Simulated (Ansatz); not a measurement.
`C=[CH][Ga]([CH3])[F]`, 11 atoms. The species carries charge 0 and has multiplicity 1. Correlated methods include outer-core shells of Ga, which these sets cover unevenly. Scalar relativity is left out up to krypton. All runs use 4 threads of an Arm Neoverse V2 on a shared host. Correlated methods freeze the cores.

(1) How many basis functions does each run have, and how long does it take in Ansatz? RHF-CCSD(T)/def2-SVP energy; RKS ωB97M-V/def2-QZVPP energy; RHF-MP2/def2-QZVPP energy; RKS BLYP-D4/def2-TZVPP energy; RKS ωB97M-V/def2-SVP energy; direct RPA on PBE orbitals/def2-TZVPP energy; RKS PBE0-D4/def2-TZVP frequencies; RHF-CCSD(T)/def2-TZVPP energy; RKS revPBE-D4/def2-TZVPP energy; RKS PBE0-D4/def2-SVP energy; RKS SPW92 (LDA)/def2-TZVPP energy; RKS B2PLYP (frozen core)/def2-TZVPP energy. (An estimate is asked.)

## Answers

(1) The calculation gave: Other jobs shared the machine, so times are rough.

```tsv
level	job	functions	wall time	peak host memory (GiB)
RKS SPW92 (LDA)/def2-TZVPP	energy	256	1.2 s	0.32
RKS PBE0-D4/def2-SVP	energy	118	1.3 s	0.5
RKS BLYP-D4/def2-TZVPP	energy	256	2 s	0.33
RKS revPBE-D4/def2-TZVPP	energy	256	2 s	0.33
RKS ωB97M-V/def2-SVP	energy	118	5.5 s	0.5
RKS B2PLYP (frozen core)/def2-TZVPP	energy	256	6 s	0.68
direct RPA on PBE orbitals/def2-TZVPP	energy	256	6.5 s	0.62
RHF-CCSD(T)/def2-SVP	energy	118	10 s	0.68
RKS ωB97M-V/def2-QZVPP	energy	497	21 s	2.2
RHF-MP2/def2-QZVPP	energy	497	26 s	3.1
RKS PBE0-D4/def2-TZVP	frequencies	208	2.9 min	0.59
RHF-CCSD(T)/def2-TZVPP	energy	256	4.1 min	6.1
```
